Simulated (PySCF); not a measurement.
CuH, SMILES [CuH] (connectivity only; charge and spin as stated), neutral, multiplicity 1. Atoms are numbered in the order given.

```xyz
2

Cu     0.0000     0.0000    -0.0495
H      0.0000     0.0000     1.4359
```
Charge 0, spin multiplicity 1.

Coordinates come from a PBE0-D3(BJ)/def2-TZVPD optimisation. The multiplicity is an assumed one; other spin states were not compared.

These are PySCF with TDA-B3LYP/def2-TZVPD values and carry that method's errors.

Vertical excitations; the highest root listed may be one member of a degenerate set. Gas-phase values at a fixed geometry. State labels are in the subgroup C2v.

| state | symmetry | energy (eV) | λ (nm) | f | main pairs |
|---|---|---|---|---|---|
| S1 | A1 | 3.17 | 392 | 0.052 | HOMO→LUMO 91 % |
| S2 | A2 | 3.38 | 367 | 0.000 | HOMO−1→LUMO (degenerate set) |
| S3 | A1 | 3.38 | 367 | 0.000 | HOMO−2→LUMO (degenerate set) |
| S4 | B2 | 3.58 | 346 | 0.002 | HOMO−3→LUMO (degenerate set) |
| S5 | B1 | 3.58 | 346 | 0.002 | HOMO−4→LUMO (degenerate set) |
| S6 | B1 | 5.41 | 229 | 0.159 | HOMO→LUMO+1 (degenerate set) |
| S7 | B2 | 5.41 | 229 | 0.159 | HOMO→LUMO+2 (degenerate set) |
| S8 | B1 | 5.80 | 214 | 0.000 | HOMO−2→LUMO+1, HOMO−1→LUMO+2 (degenerate set) |
| S9 | B2 | 5.80 | 214 | 0.000 | HOMO−2→LUMO+2, HOMO−1→LUMO+1 (degenerate set) |
| S10 | A2 | 6.02 | 206 | 0.000 | HOMO−3→LUMO+1 49 %, HOMO−4→LUMO+2 49 % |
| T1 | A1 | 2.24 | 555 | 0 | HOMO→LUMO 98 % |
| T2 | A2 | 3.11 | 399 | 0 | HOMO−1→LUMO (degenerate set) |
| T3 | A1 | 3.11 | 399 | 0 | HOMO−2→LUMO (degenerate set) |
| T4 | B2 | 3.21 | 387 | 0 | HOMO−3→LUMO 98 % |
Triplets are in the Tamm–Dancoff approximation.
